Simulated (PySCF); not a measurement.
Vibration and rotation of TmB

ROHF-MP2 constants of TmB, triplet, about 12.9 electrons in the 4f shell (Mulliken), real f orbitals that mix terms (Tm x2c-SVPall, B x2c-SVPall; spin-free X2C with a Gaussian nucleus (PySCF 2.14); masses 168.9342 and 11.0093 u):

* ωe: 249.8 cm⁻¹
* ωexe: 5.46 cm⁻¹
* Be: 0.22324 cm⁻¹
* αe: 0.00424 cm⁻¹
* D (centrifugal): 7.13e-07 cm⁻¹

Give the vibrational terms G(v) and spacings up to v = 5.

G(v) = ωe(v+½) − ωexe(v+½)².

| v | G(v) (cm⁻¹) | G(v) − G(v−1) | Bv (cm⁻¹) |
| --- | --- | --- | --- |
| 0 | 124 |  | 0.2211 |
| 1 | 362 | 239 | 0.2169 |
| 2 | 590 | 228 | 0.2126 |
| 3 | 807 | 217 | 0.2084 |
| 4 | 1014 | 206 | 0.2042 |
| 5 | 1209 | 195 | 0.1999 |

Correlated steps freeze 19 core orbitals. These are scalar-relativistic numbers at best; spin–orbit coupling would shift them, the dissociation energy most. The state is the lowest single determinant that the PBE0 search found; with open d or f shells the true ground state can be another one.
